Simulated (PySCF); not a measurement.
# Relaxation of singlet LaSI

All numbers come from PBE0 in PySCF with La def2-TZVP with ECP46, S def2-TZVP, I def2-TZVP with ECP28; scalar-relativistic core potentials, no spin–orbit coupling; density-fitted integrals. A (50,194) grid was used.

A hand-made bent start, of Cs symmetry, held to at least that symmetry:

Coordinates in bohr (charge 0 multiplicity 1):
```
La   -1.6776    0.0000   -1.7170
S    -5.2843    0.0000    0.8085
I     3.1675    0.0000    1.6757
```

Optimiser trace:
| step | E − E(last) (kJ/mol) | largest gradient (Eh/bohr) |
| --- | --- | --- |
| 0 | 11.05 | 0.03802 |
| 1 | 2.35 | 0.01297 |
| 2 | 0.18 | 0.00327 |
| 3 | 0.02 | 0.00142 |
| 4 | 0.00 | 0.00039 |
| 5 | 0.00 | 0.00004 |

It ends at Cs with La–I 3.005 Å, La–S 2.410 Å; I–La–S 112.8° (after a last refinement on a finer grid). A frequency run shows a minimum. Other isomers or separated fragments may lie lower.

Final geometry:
```xyz
3
charge 0 multiplicity 1, angstrom
La   -0.8327    0.0000   -0.8671
S    -2.8649    0.0000    0.4280
I     1.6378    0.0000    0.8442
```

The relaxation took about 120 core-seconds on a shared host.
